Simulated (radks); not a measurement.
Valence configurations of the cerium ion Ce+ (all share [Xe]). Method: scalar-relativistic Kohn-Sham, PBE, spin-polarised, spherical densities, point nucleus; open shells are filled with parallel spins first (spin-orbit coupling, left out, can overturn this in heavy ions); computed with a radial shooting solver on a logarithmic mesh with Libxc functionals. Energies are relative to 4f1 5d2; eigenvalues in eV for spin up.

valence,E (eV),moment (Bohr magnetons),e(4f),e(5d),e(6p),e(6s)
4f1 5d2,0.000,3,-9.540,-7.699,-,-
4f1 5d1.5 6p0.5,1.439,3,-11.096,-8.756,-5.662,-
5d1.5 6s1 6p0.5,7.063,3,-,-11.575,-6.698,-10.254
4f1 5d1 6p1,3.084,3,-12.685,-9.793,-6.320,-
5d3,3.998,3,-,-8.951,-,-
5d1 6s1 6p1,9.620,3,-,-12.670,-7.328,-11.013
5d2 6p1,8.169,3,-,-11.240,-6.575,-
4f1 5d1.5 6s0.5,-0.081,3,-10.565,-8.357,-,-8.432
5d2 6s0.5 6p0.5,6.455,3,-,-10.844,-6.311,-9.738
5d1 6s0.5 6p1.5,11.461,3,-,-13.034,-7.570,-11.248

NIST lists [Xe] 4f1 5d2 as the ground configuration; this level of theory puts 4f1 5d1.5 6s0.5 lower, by 0.081 eV. The energies are those of spherical high-spin densities, not of single terms.
